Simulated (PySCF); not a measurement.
Job file and geometry (Å, from GFN2-xTB) of an NMR shielding run on `C([SiH2]N(C(C)=O)C)[SiH3]`, C4H13NOSi2, GIAO PBE0/pcSseg-1 NMR shielding, non-relativistic, gas phase in PySCF; density fitting, a coarse starting grid and PySCF grid level 2 are the driver's defaults:

```
$ OMP_NUM_THREADS=1 python probes_run.py task.json out

{"job": {"kind": "nmr", "xc": "PBE0", "basis": "pcSseg-1"}, "charge": 0, "multiplicity": 1}
C     -2.917071     0.980501    -0.290525
C     -1.459698     0.866048     0.057436
O     -0.658283     1.782715    -0.092441
N     -0.977642    -0.276430     0.556611
C     -1.782117    -1.437237     0.813910
Si     0.756613    -0.050806     0.874423
C      1.772941     0.063298    -0.715100
Si     3.637796     0.115408    -0.391758
H     -3.120008     1.980976    -0.661996
H     -3.177745     0.249557    -1.054195
H     -3.527176     0.788811     0.590379
H     -1.145241    -2.209695     1.236284
H     -2.579622    -1.214958     1.527672
H     -2.234978    -1.818548    -0.105237
H      0.928720     1.017769     1.848676
H      1.047185    -1.341410     1.528500
H      1.546623    -0.790895    -1.354563
H      1.483875     0.952217    -1.271695
H      4.049719    -1.081504     0.346650
H      4.351836     0.140268    -1.674100
H      3.995352     1.300858     0.385301
```

**Question.** What does the program print?

**Answer.** 
```
coarse grid: 17800 points
cycle   1  E = -868.4099330628  dE =  8.394e-01  |g| = 8.558e-01  |ddm| = 4.005e+00
cycle   2  E = -867.9704950021  dE =  4.394e-01  |g| = 1.704e+00  |ddm| = 2.371e+00
cycle   3  E = -868.5441500056  dE = -5.737e-01  |g| = 2.608e-01  |ddm| = 1.872e+00
cycle   4  E = -868.5577892656  dE = -1.364e-02  |g| = 8.185e-02  |ddm| = 2.477e-01
cycle   5  E = -868.5591077482  dE = -1.318e-03  |g| = 2.461e-02  |ddm| = 6.949e-02
cycle   6  E = -868.5592326265  dE = -1.249e-04  |g| = 5.739e-03  |ddm| = 2.001e-02
cycle   7  E = -868.5592396815  dE = -7.055e-06  |g| = 1.403e-03  |ddm| = 5.664e-03
final grid: 160720 points
cycle   8  E = -868.6140619158  dE = -2.241e-05  |g| = 1.392e-02  |ddm| = 2.915e-02
cycle   9  E = -868.6139667338  dE =  9.518e-05  |g| = 2.616e-02  |ddm| = 2.905e-02
cycle  10  E = -868.6141000310  dE = -1.333e-04  |g| = 3.095e-03  |ddm| = 2.057e-02
cycle  11  E = -868.6141020900  dE = -2.059e-06  |g| = 3.164e-04  |ddm| = 2.545e-03
cycle  12  E = -868.6141021102  dE = -2.020e-08  |g| = 1.346e-04  |ddm| = 3.910e-04
cycle  13  E = -868.6141021144  dE = -4.174e-09  |g| = 3.537e-05  |ddm| = 1.336e-04
cycle  14  E = -868.6141021146  dE = -2.467e-10  |g| = 1.067e-05  |ddm| = 3.497e-05
converged SCF energy = -868.6141021146

GIAO shielding tensors (ppm)
atom      isotropic    diamagn.    paramagn.     s11        s22        s33       span
  0 C      165.693     251.067     -85.374    151.808    156.257    189.013     37.205
  1 C        5.051     253.014    -247.963    -64.558    -16.152     95.862    160.419
  2 O     -114.172     408.278    -522.450   -373.417   -200.284    231.185    604.602
  3 N      137.459     339.326    -201.867     27.242    163.478    221.657    194.414
  4 C      153.778     244.738     -90.961    138.148    139.777    183.408     45.260
  5 Si     381.382     883.921    -502.538    327.307    377.672    439.167    111.860
  6 C      195.792     261.535     -65.743    189.399    194.078    203.900     14.501
  7 Si     428.270     878.883    -450.613    404.625    408.224    471.960     67.334
  8 H       29.566      28.188       1.378     25.202     28.127     35.368     10.166
  9 H       29.666      30.192      -0.527     25.901     28.881     34.216      8.315
 10 H       29.618      28.759       0.859     25.565     28.987     34.302      8.737
 11 H       28.593      30.808      -2.215     23.377     28.700     33.703     10.326
 12 H       28.841      29.572      -0.731     24.809     26.654     35.060     10.251
 13 H       28.844      30.916      -2.072     25.180     26.629     34.723      9.544
 14 H       26.767      32.214      -5.446     23.180     25.636     31.486      8.306
 15 H       27.440      33.451      -6.011     23.300     27.798     31.222      7.921
 16 H       31.949      35.138      -3.189     26.405     30.656     38.785     12.380
 17 H       30.816      34.992      -4.175     24.267     30.335     37.847     13.580
 18 H       27.927      28.307      -0.380     24.311     26.461     33.010      8.699
 19 H       27.667      27.627       0.040     24.069     25.314     33.619      9.551
 20 H       27.883      28.260      -0.378     24.270     26.244     33.134      8.864
```

**Question.** Turn these shieldings into chemical shifts. δ = σ(ref) − σ, references computed at the same level: ¹³C (σref 186.93) and ²⁹Si (σref 349.16) and ¹H (σref 31.72) against TMS; H2O for ¹⁷O (σref 336.08); ¹⁵N (σref 267.73) against NH3.

**Answer.** Averaging equivalent atoms: C 1: 181.9; C 4: 33.1; C 0: 21.2; C 6: -8.9; O 2: 450.3; N 3: 130.3; Si 5: -32.2; Si 7: -79.1; H 14/15: 4.61; H 18/19/20: 3.89; H 11/12/13: 2.96; H 8/9/10: 2.10; H 16/17: 0.33 ppm. Unscaled 17O shifts of doubly bonded oxygen tend to come out too high, by tens of ppm or more. Experimental scales use liquid or dissolved standards, which lie at an offset from isolated NH3 (liquid NH3: subtract about 20 ppm) and H2O (liquid H2O: subtract about 36 ppm).

Size and cost of the density-fitted run: 215 basis functions, 110 s wall time on 1 thread of an AMD EPYC, shared host; peak memory 0.96 GiB.
